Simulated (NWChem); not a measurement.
System: C₄H₂F₂O; SMILES Fc1coc(F)c1

The following NWChem deck was run.

```
start job
memory heap 200 mb stack 900 mb global 1100 mb
geometry units angstroms noautoz
  F      0.433423     2.395937     0.000000
  C      0.093088     1.122202     0.000000
  C     -1.172720     0.624605     0.000000
  O     -1.091351    -0.739757     0.000000
  C      0.194873    -1.057011     0.000000
  F      0.454579    -2.333646     0.000000
  C      1.013402     0.027708     0.000000
  H     -2.161910     1.068428     0.000000
  H      2.098637     0.052162     0.000000
end
basis spherical
  * library 6-31g*
end
dft
  xc slater pw91lda
  iterations 150
  mulliken
end
task dft energy
```

Coordinates come from a PBE0/def2-SVP optimisation.

What results follow from this input? (LDA (Slater exchange, PW92)/6-31G* (spherical d).) Quantities: energy (Ha); highest occupied level (eV); orbital gap (eV); dipole (D).


```
Item                           Value
---------------------------  -------
energy (Ha)                  -425.28
highest occupied level (eV)    -5.42
orbital gap (eV)                4.94
dipole (D)                      0.16
```
